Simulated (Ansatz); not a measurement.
`[NH2][AlH][SeH]` + HCl → `[NH2][AlH][Cl]` + H₂Se at 700 K and 1 bar (ligand exchange at the Al–Se bond).

Calculated with Ansatz (gas phase, PBE0-D4/def2-TZVP geometries, no zero-point term in ΔE). CCSD(T)/CBS is the MP2 limit (def2-TZVPP, def2-QZVPP) plus CCSD(T) − MP2 in def2-TZVPP, frozen cores. This one scheme is used for every species. For Se outer-core shells are correlated without core-valence functions, which leaves a few kJ/mol of doubt a bond. Scalar relativity is left out up to krypton. Each species was taken in one conformer, which may not be the lowest.

```json
{"species": "`[NH2][AlH][SeH]`", "CCSD(T)/CBS energy (Eh)": "-2699.90849", "H − E (kJ/mol)": "167.5", "S (J/(mol·K))": "408.7"}
{"species": "HCl", "CCSD(T)/CBS energy (Eh)": "-460.38127", "H − E (kJ/mol)": "38.4", "S (J/(mol·K))": "211.8"}
{"species": "`[NH2][AlH][Cl]`", "CCSD(T)/CBS energy (Eh)": "-758.40905", "H − E (kJ/mol)": "140.9", "S (J/(mol·K))": "368.9"}
{"species": "H₂Se", "CCSD(T)/CBS energy (Eh)": "-2401.89790", "H − E (kJ/mol)": "61.1", "S (J/(mol·K))": "251.1"}
```

H − E and S are ideal-gas, rigid-rotor, harmonic terms from PBE0-D4/def2-TZVP, for one conformer and one mirror image of each species. 1 Eh = 2625.50 kJ/mol, R = 8.31446 J/(mol·K).

By hand: ΔE, ΔH, ΔS and ΔG.

ΔE = (-758.40905) + (-2401.89790) − (-2699.90849) − (-460.38127) = -0.01719 Eh = -45.1 kJ/mol. Δ(H − E) = 140.9 + 61.1 − 167.5 − 38.4 = -3.9, so ΔH = -49.0 kJ/mol. ΔS = 368.9 + 251.1 − 408.7 − 211.8 = -0.5 J/(mol·K). ΔG = -49.0 − 700 × (-0.5)/1000 = -48.6 kJ/mol.

By hand: the equilibrium constant, and the temperature at which ΔG would vanish if ΔH and ΔS stayed fixed.

log₁₀ K = −ΔG/(RT ln 10) = 3.6. ΔG = 0 at ΔH/ΔS = 98000 K, far beyond where these terms or the molecules hold.

The number of gas molecules stays the same, so ΔS is small and ΔH decides. A doubt of 5 kJ/mol in ΔE shifts log₁₀ K by 0.4 here. Other conformers and mirror images would add mixing entropy, several J/(mol·K) or more a flexible species. These are equilibria of isolated gas molecules and say nothing of rates. Largest T1 diagnostic: 0.010 (customary marks: 0.02 for closed shells, 0.045 for open ones).
